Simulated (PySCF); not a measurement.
C3H6BFO2. Atoms are numbered in the order given.

```xyz
13

C     -1.6721    -1.0288     0.0572
C     -1.2081     0.2224     0.0205
C     -2.0056     1.4561     0.3211
O      0.0782     0.5463    -0.3492
B      1.2122    -0.1717    -0.1290
O      2.3628     0.2600    -0.7014
F      1.2174    -1.2703     0.6432
H     -1.0414    -1.8877    -0.1779
H     -2.7115    -1.2096     0.3369
H     -1.5475     2.0068     1.1585
H     -3.0430     1.2056     0.5791
H     -2.0012     2.1266    -0.5529
H      3.1141    -0.2993    -0.4764
```
Charge 0, spin multiplicity 1.

Geometry optimised at ωB97X-D3(BJ)/def2-SVP. One conformer was computed; it need not be the lowest.

Level of theory: PySCF with HF/pcSseg-1.

GIAO shieldings, no solvent; atoms alike by connectivity are averaged. δ = σ(ref) − σ: ¹³C against TMS (σ = 192.6 ppm); ¹⁷O against H2O (σ = 333.0 ppm); ¹¹B against BF3 (σ = 102.7 ppm); ¹⁹F against CFCl3 (σ = 238.5 ppm); ¹H against TMS (σ = 31.99 ppm), references at their B3LYP-D3(BJ)/def2-TZVP geometries, non-relativistic.

**Question.** Estimate the chemical shifts. (The exact figures need the calculation; the answer reports its results.)

**Answer.** 
| nucleus | atoms | count | δ (ppm) |
|---|---|---|---|
| ¹³C | C2 | 1 | 163.5 |
| ¹³C | C1 | 1 | 102.4 |
| ¹³C | C3 | 1 | 24.7 |
| ¹⁷O | O4 | 1 | 122.0 |
| ¹⁷O | O6 | 1 | 70.7 |
| ¹¹B | B5 | 1 | 5.5 |
| ¹⁹F | F7 | 1 | -99.3 |
| ¹H | H8, H9 | 2 | 4.97 |
| ¹H | H13 | 1 | 3.86 |
| ¹H | H10, H11, H12 | 3 | 2.24 |
